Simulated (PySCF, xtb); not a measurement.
AlHFBr, SMILES [F][AlH][Br].

Harmonic wavenumbers (cm⁻¹) from GFN2-xTB (xtb) at its own minimum, in rising order: 140, 436, 448, 608, 814, 2002.

**Question.** What does ωB97X-D3(BJ)/def2-TZVP run with PySCF 2.14.0 give at its own minimum? (The exact figures need the calculation; the answer reports its results.)

**Answer.** 186, 432, 472, 659, 856, 2042. Paired by order, the mean absolute difference is 34 cm⁻¹ and the zero-point energies are 6.4 and 6.6 kcal/mol.
